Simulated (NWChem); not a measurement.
C2H4F2Si; SMILES C=C[SiH](F)F

```xyz
9

Si    -0.0395     0.4815    -0.3897
F      1.5173     0.4787     0.0491
F     -0.8013     1.5337     0.5721
C     -0.7001    -1.2217    -0.1358
C      0.0815    -2.2133     0.3096
H     -0.1365     1.0089    -1.7698
H     -1.7541    -1.4340    -0.3564
H      1.1388    -2.0474     0.5427
H     -0.2985    -3.2294     0.4631
```
Atoms are numbered in this order, from 1.

Level: PBE0/def2-SVP (NWChem), optimised geometry, unscaled harmonic frequencies. 

Q: List the harmonic frequencies with IR intensities, and the thermochemistry.

A: 
```json
[
 {"frequency (cm⁻¹)": "89", "IR intensity (km/mol)": "0.3"},
 {"frequency (cm⁻¹)": "162", "IR intensity (km/mol)": "0.9"},
 {"frequency (cm⁻¹)": "238", "IR intensity (km/mol)": "9.6"},
 {"frequency (cm⁻¹)": "319", "IR intensity (km/mol)": "14.3"},
 {"frequency (cm⁻¹)": "410", "IR intensity (km/mol)": "15.5"},
 {"frequency (cm⁻¹)": "549", "IR intensity (km/mol)": "59.6"},
 {"frequency (cm⁻¹)": "687", "IR intensity (km/mol)": "30.8"},
 {"frequency (cm⁻¹)": "821", "IR intensity (km/mol)": "45.7"},
 {"frequency (cm⁻¹)": "848", "IR intensity (km/mol)": "24.0"},
 {"frequency (cm⁻¹)": "904", "IR intensity (km/mol)": "267.1"},
 {"frequency (cm⁻¹)": "962", "IR intensity (km/mol)": "168.1"},
 {"frequency (cm⁻¹)": "1016", "IR intensity (km/mol)": "59.3"},
 {"frequency (cm⁻¹)": "1019", "IR intensity (km/mol)": "29.2"},
 {"frequency (cm⁻¹)": "1040", "IR intensity (km/mol)": "15.9"},
 {"frequency (cm⁻¹)": "1276", "IR intensity (km/mol)": "4.2"},
 {"frequency (cm⁻¹)": "1420", "IR intensity (km/mol)": "25.1"},
 {"frequency (cm⁻¹)": "1687", "IR intensity (km/mol)": "20.5"},
 {"frequency (cm⁻¹)": "2309", "IR intensity (km/mol)": "133.0"},
 {"frequency (cm⁻¹)": "3149", "IR intensity (km/mol)": "7.1"},
 {"frequency (cm⁻¹)": "3173", "IR intensity (km/mol)": "0.6"},
 {"frequency (cm⁻¹)": "3250", "IR intensity (km/mol)": "1.6"}
]
```

* **zero-point energy**: 36.2 kcal/mol
* **thermal correction to the enthalpy at 298.15 K (with zero-point energy)**: 40.6 kcal/mol
* **heat capacity Cv**: 20.1 cal/(mol K)
* **entropy at 298.15 K and 1 atm (symmetry number 1)**: 77.9 cal/(mol K)
* **dipole moment**: 2.28 D

Rigid rotor and harmonic oscillator; modes under 100 cm⁻¹ make the entropy uncertain.
